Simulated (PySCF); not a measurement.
## Electron correlation in Zr²⁺ (zirconium, charge +2)

[Kr] 4d1 5s1, high-spin 3D determinant (an excited configuration). Computed with PySCF 2.14 in def2-TZVPPD with the def2 core potential (28 electrons) (6s4p3d2f1g, 56 functions), with scalar relativity through the core potential. Frozen: 4s2 4p6; 2 electrons correlated.

With two correlated electrons CCSD is exact within the correlated space (frozen core and kept virtual orbitals).

| level | correlation energy (mhartree) |
| --- | --- |
| CCSD | -5.72 |

Diagnostics: T1 = 0.0036, D1 = 0.0070, largest double amplitude 0.027.

Cost of the coupled-cluster step: of the order of 0.9 core-seconds, for 2 correlated electrons.

Iterations:

```
CC2 = 0
CCSD nocc = (np.int64(2), np.int64(0)), nmo = (52, 52)
frozen orbitals [[0, 1, 2, 3], [0, 1, 2, 3]]
max_cycle = 100
direct = 0
conv_tol = 1e-08
conv_tol_normt = 1e-06
diis_space = 8
diis_start_cycle = 0
Init t2, MP2 energy = -0.00415161226179488
Init E_corr(UCCSD) = -0.00415161229467549
cycle = 1  E_corr(UCCSD) = -0.00524612478850886  dE = -0.00109451249  norm(t1,t2) = 0.0138872
cycle = 2  E_corr(UCCSD) = -0.00556464138997515  dE = -0.000318516601  norm(t1,t2) = 0.00526363
cycle = 3  E_corr(UCCSD) = -0.00569839569793664  dE = -0.000133754308  norm(t1,t2) = 0.00347928
cycle = 4  E_corr(UCCSD) = -0.00572223990581789  dE = -2.38442079e-05  norm(t1,t2) = 0.00424032
cycle = 5  E_corr(UCCSD) = -0.00571724243413997  dE = 4.99747168e-06  norm(t1,t2) = 0.0013494
cycle = 6  E_corr(UCCSD) = -0.00572107885602599  dE = -3.83642189e-06  norm(t1,t2) = 0.000352059
cycle = 7  E_corr(UCCSD) = -0.00572095556114483  dE = 1.23294881e-07  norm(t1,t2) = 3.19406e-05
cycle = 8  E_corr(UCCSD) = -0.00572103427677043  dE = -7.87156256e-08  norm(t1,t2) = 5.5429e-06
cycle = 9  E_corr(UCCSD) = -0.00572098015445755  dE = 5.41223129e-08  norm(t1,t2) = 1.88202e-06
cycle = 10  E_corr(UCCSD) = -0.00572100189790251  dE = -2.1743445e-08  norm(t1,t2) = 5.49392e-07
cycle = 11  E_corr(UCCSD) = -0.00572100313371459  dE = -1.23581208e-09  norm(t1,t2) = 8.84555e-08
UCCSD converged
E(UCCSD) = -45.72044491597482  E_corr = -0.005721003133714588
```
